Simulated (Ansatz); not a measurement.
Geometry optimisation, DFT LDA, scalar-relativistic, plane waves, PAW in Ansatz.

Input:

```yaml
crystal:
  lattice:
    - [8.1, 0.0, 0.0]
    - [0.0, 5.727565, 0.0]
    - [0.0, 0.0, 17.295674]
  atoms:
    - { symbol: Al, position: [0.25, 0.25, 0.05781793] }
    - { symbol: Al, position: [0.75, 0.25, 0.05781793] }
    - { symbol: Al, position: [0.25, 0.74999999, 0.05781793] }
    - { symbol: Al, position: [0.75, 0.74999999, 0.05781793] }
    - { symbol: Al, position: [0.0, 0.0, 0.14060691] }
    - { symbol: Al, position: [0.5, 0.0, 0.14060691] }
    - { symbol: Al, position: [0.0, 0.49999999, 0.14060691] }
    - { symbol: Al, position: [0.5, 0.49999999, 0.14060691] }
    - { symbol: Al, position: [0.25, 0.25, 0.22339589] }
    - { symbol: Al, position: [0.75, 0.25, 0.22339589] }
    - { symbol: Al, position: [0.25, 0.74999999, 0.22339589] }
    - { symbol: Al, position: [0.75, 0.74999999, 0.22339589] }
    - { symbol: Al, position: [0.0, 0.0, 0.30618487] }
    - { symbol: Al, position: [0.5, 0.0, 0.30618487] }
    - { symbol: Al, position: [0.0, 0.49999999, 0.30618487] }
    - { symbol: Al, position: [0.5, 0.49999999, 0.30618487] }
    - { symbol: O, position: [0.16666667, 0.16666666, 0.36284644] }
    - { symbol: H, position: [-0.16666667, 0.16666666, 0.29866854] }
    - { symbol: H, position: [0.05169224, 0.14691853, 0.38597361] }
basis:
  ecutwfc: 420.0
kpoints:
  mp_grid: { grid: [3, 4, 1] }
hamiltonian:
  xc: lda
  pseudopotentials: { kind: paw, azcp: { folder: soft_1 } }
scf:
  occupations: { method: fermi_dirac, width: 0.15 }
  lower_state_search: "off"
relax:
  f_tol: 0.03
  max_steps: 60
  adjacent_minimum: "off"
  constraints: [{ sites: [0, 1, 2, 3] }]
```

Command:

```bash
$ ansatz run input.yaml --threads 2 --pin off --max-ram 5120MiB --backend cpu --events-out ev --progress --plain --runs-dir out
```

**Question.** Where does it end, and by what steps?

**Answer.** It converged. The force dipped under the threshold on the way, but the program's further checks kept it going. Limits of this set-up: coarse k mesh, thin slab, slab without dipole correction, no dispersion correction for a molecule that may bind weakly, PAW files made for another functional, a typed lattice constant that wasn't relaxed here. After 13 steps the energy has fallen by 2.648 eV; O17 moved furthest, 1.50 Å. Parted: Al13–H19 (1.67 → 2.53 Å). Joined: Al15–O17 (2.54 → 1.85 Å).

```json
{"step": "0", "energy less start (eV)": "0.0000", "largest force component (eV/Å)": "2.373", "accepted": "yes"}
{"step": "1", "energy less start (eV)": "-1.0976", "largest force component (eV/Å)": "2.651", "accepted": "yes"}
{"step": "2", "energy less start (eV)": "-1.7565", "largest force component (eV/Å)": "2.439", "accepted": "yes"}
{"step": "3", "energy less start (eV)": "-2.0064", "largest force component (eV/Å)": "2.050", "accepted": "yes"}
{"step": "4", "energy less start (eV)": "-2.2870", "largest force component (eV/Å)": "1.291", "accepted": "yes"}
{"step": "5", "energy less start (eV)": "-2.4163", "largest force component (eV/Å)": "1.030", "accepted": "yes"}
{"step": "6", "energy less start (eV)": "-2.5305", "largest force component (eV/Å)": "0.426", "accepted": "yes"}
{"step": "7", "energy less start (eV)": "-2.6086", "largest force component (eV/Å)": "0.093", "accepted": "yes"}
{"step": "8", "energy less start (eV)": "-2.6323", "largest force component (eV/Å)": "0.085", "accepted": "yes"}
{"step": "9", "energy less start (eV)": "-2.6426", "largest force component (eV/Å)": "0.094", "accepted": "yes"}
{"step": "10", "energy less start (eV)": "-2.6450", "largest force component (eV/Å)": "0.130", "accepted": "yes"}
{"step": "11", "energy less start (eV)": "-2.6465", "largest force component (eV/Å)": "0.085", "accepted": "yes"}
{"step": "12", "energy less start (eV)": "-2.6478", "largest force component (eV/Å)": "0.021", "accepted": "yes"}
{"step": "13", "energy less start (eV)": "-2.6478", "largest force component (eV/Å)": "0.020", "accepted": "yes"}
```

```xyz
19
Lattice="8.1000 0.0000 0.0000 0.0000 5.7276 0.0000 0.0000 0.0000 17.2957" Properties=species:S:1:pos:R:3
Al 2.025 1.432 1.000
Al 6.075 1.432 1.000
Al 2.025 4.296 1.000
Al 6.075 4.296 1.000
Al -0.008 -0.034 2.366
Al 4.072 0.037 2.254
Al -0.003 2.851 2.319
Al 4.046 2.906 2.209
Al 2.078 1.475 3.709
Al 6.037 1.407 3.766
Al 2.152 4.329 3.723
Al 6.005 4.206 3.755
Al 0.134 0.335 5.225
Al 4.023 0.013 5.040
Al 0.102 3.390 5.061
Al 4.032 2.858 5.034
O 0.257 1.981 6.244
H -1.583 0.640 5.297
H -0.284 2.025 7.059
```

Whether the end is a true minimum wasn't checked by a vibrational analysis.

Time of the run: 2.2 min on 2 threads of Arm Neoverse V1, with other jobs on the host, peak memory 0.9 GiB.
